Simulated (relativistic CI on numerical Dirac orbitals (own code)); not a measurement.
Computed by Dirac-Coulomb-Breit CI, orbitals from a KLI potential per configuration, model QED, unscaled Slater integrals (own radial code, finite nucleus).

Configurations in the expansion (outside the closed core 1s2): 2s2, 2s.2p, 2p2, 2p.3s, 2p.3p, 2s.3s, 2s.3p, 2s.3d, 2s.4s, 2s.4p, 2s.4d, 2s.4f, 2s.5s, 3s2, 2s.5p, 2s.5d, 2s.5f, 2s.5g, 3s.3p, 3p2. Levels of other configurations are missing.

At this charge energies of transitions that change n are usually good to better than 1 %, and those within a shell (Δn = 0) to a few per cent.

Outline of the computed level scheme of Kr XXXIII. Lowest level of each configuration: 2s2 1S_0 at 0.00 eV; 2s.2p 3P°_0 at 62.74 eV; 2p2 3P_0 at 179.01 eV; 2s.3s 3S_1 at 2240.47 eV; 2s.3p 3P°_0 at 2271.54 eV; 2s.3d 3D_1 at 2304.54 eV; 2p.3s 3P°_0 at 2320.38 eV; 2p.3p 3D_1 at 2340.59 eV; 2s.4s 3S_1 at 3011.33 eV.

Some strong electric-dipole decays among the lowest 36 levels: 2s.3d 3D_3 → 2s.2p 3P°_2 (8.9e+13 s⁻¹); 2s.3d 3D_2 → 2s.2p 3P°_1 (7.1e+13 s⁻¹); 2s.3d 1D_2 → 2s.2p 1P°_1 (7.0e+13 s⁻¹); 2s.3d 3D_1 → 2s.2p 3P°_0 (5.6e+13 s⁻¹); 2s.3d 3D_1 → 2s.2p 3P°_1 (3.8e+13 s⁻¹); 2s.3p 1P°_1 → 2s2 1S_0 (3.3e+13 s⁻¹); 2p.3p 3P_0 → 2s.2p 3P°_1 (3.0e+13 s⁻¹); 2p.3p 1S_0 → 2s.2p 1P°_1 (3.0e+13 s⁻¹).

LS names give the leading component of a level, which can be under half, so a name can repeat, a term be missing and a line seem to break the LS rules.
